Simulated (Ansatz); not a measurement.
Kohn–Sham single points on CH7B2ClSi, SMILES `BC([SiH3])BCl`.

```yaml
crystal:
  periodic: [false, false, false]
  atoms:
    - {symbol: B, position_ang: [-1.411856, 0.426417, 0.202762]}
    - {symbol: C, position_ang: [0.116559, 0.626515, 0.248810]}
    - {symbol: Si, position_ang: [0.368705, -1.246560, 0.550022]}
    - {symbol: B, position_ang: [0.771864, 0.949591, -1.095887]}
    - {symbol: Cl, position_ang: [2.067586, 2.127121, -1.206510]}
    - {symbol: H, position_ang: [-2.095636, 0.729608, 1.135270]}
    - {symbol: H, position_ang: [-1.916471, -0.072162, -0.763156]}
    - {symbol: H, position_ang: [0.507537, 1.157561, 1.117767]}
    - {symbol: H, position_ang: [-0.913181, -1.827067, 1.050747]}
    - {symbol: H, position_ang: [1.399273, -1.403857, 1.602463]}
    - {symbol: H, position_ang: [0.750752, -1.955268, -0.692367]}
    - {symbol: H, position_ang: [0.431869, 0.433103, -2.115921]}
basis:
  gaussian: {orbitals: def2-TZVPP}
hamiltonian: {xc: r2scan, dispersion: d4}
output: {forces: true, orbitals: {seedname: orbitals}}
```

```sh
$ ansatz run in.yaml --threads 4 --pin off --events-out ev --progress --plain --max-ram 10444MiB
```

Shortened log:

```
Functional definition: r2SCAN
1513 factors; their error is unknown
mean field evaluation 1: about -22893.3655 eV, gradient 6.2e1 eV
mean field evaluation 2: about -22874.5344 eV, gradient 9.7e1 eV
mean field evaluation 4: about -22902.9090 eV, gradient 3.7e0 eV
mean field evaluation 8: about -22902.9463 eV, gradient 1.1e-1 eV
mean field evaluation 16: about -22902.9072 eV, gradient 4.4e-4 eV
mean field -22902.90717072 eV, -841.6663143760 hartree, gradient 7.3e-5 eV, S^2 0.000000; 0 other end points of the search recorded, 0 dependent functions left out
reference -22902.90718592 eV, -841.6663149346 hartree; 27, 27 occupied and 248, 248 virtual orbitals, 1513 factors
Total energy: -22902.97943047 eV, -841.6689698727 hartree
Atom 0 at    -1.411856     0.426417     0.202762 Å, force    -0.092513    -0.025470     0.002805 eV/Å
Atom 1 at     0.116559     0.626515     0.248810 Å, force     0.007008     0.005632     0.031673 eV/Å
Atom 2 at     0.368705    -1.246560     0.550022 Å, force     0.005886    -0.035093     0.000172 eV/Å
Atom 3 at     0.771864     0.949591    -1.095887 Å, force    -0.050981    -0.076807    -0.070096 eV/Å
Atom 4 at     2.067586     2.127121    -1.206510 Å, force     0.089422     0.086618    -0.005024 eV/Å
Atom 5 at    -2.095636     0.729608     1.135270 Å, force     0.023380    -0.001458    -0.033005 eV/Å
Atom 6 at    -1.916471    -0.072162    -0.763156 Å, force     0.014412     0.021999     0.032031 eV/Å
Atom 7 at     0.507537     1.157561     1.117767 Å, force     0.004501     0.002281     0.002937 eV/Å
Atom 8 at    -0.913181    -1.827067     1.050747 Å, force     0.033000    -0.001112    -0.003324 eV/Å
Atom 9 at     1.399273    -1.403857     1.602463 Å, force    -0.022824    -0.000201    -0.018819 eV/Å
Atom 10 at     0.750752    -1.955268    -0.692367 Å, force    -0.013484     0.010132     0.031680 eV/Å
Atom 11 at     0.431869     0.433103    -2.115921 Å, force     0.002194     0.013479     0.028971 eV/Å
Dipole moment:    -0.020021    -0.208482     0.198668 e Å
```

It took 7 s on 4 threads of an Arm Neoverse V1 on a shared host, with 0.43 GiB of host memory at the peak.

The same input with `hamiltonian: {xc: pbe0, dispersion: d4}` and no forces (abridged; 4.6 s):

```
Functional definition: PBE0
mean field evaluation 16: about -22895.2509 eV, gradient 4.3e-5 eV
mean field -22895.25087908 eV, -841.3849508478 hartree, gradient 4.3e-5 eV, S^2 0.000000
Total energy: -22895.49919699 eV, -841.3940763626 hartree
```

Changing it to `hamiltonian: {xc: {name: B3LYP}, dispersion: d4}` (abridged; 7.5 s):

```
Functional definition: B3LYP
mean field evaluation 16: about -22907.5548 eV, gradient 7.0e-5 eV
mean field -22907.55484795 eV, -841.8371133640 hartree, gradient 1.6e-5 eV, S^2 0.000000
Total energy: -22908.02685598 eV, -841.8544593391 hartree
Atom 0 force    -0.215941     0.119788    -0.012238 eV/Å
Atom 1 force    -0.046333    -0.011080    -0.012464 eV/Å
Atom 2 force     0.105975    -0.279562     0.102290 eV/Å
Atom 3 force    -0.148797    -0.103331    -0.119138 eV/Å
Atom 4 force     0.157050     0.134099    -0.027096 eV/Å
Atom 5 force     0.066683    -0.036592    -0.115737 eV/Å
Atom 6 force     0.044205     0.074178     0.130066 eV/Å
Atom 7 force    -0.035828    -0.023906    -0.065918 eV/Å
Atom 8 force     0.116545     0.018972    -0.032252 eV/Å
Atom 9 force    -0.063334    -0.001354    -0.072175 eV/Å
Atom 10 force    -0.025167     0.043984     0.096961 eV/Å
Atom 11 force     0.044942     0.064803     0.127699 eV/Å
Dipole moment:    -0.026528    -0.208476     0.188759 e Å
```

B3LYP takes the VWN-RPA correlation (the form of Gaussian; ORCA's B3LYP/G).
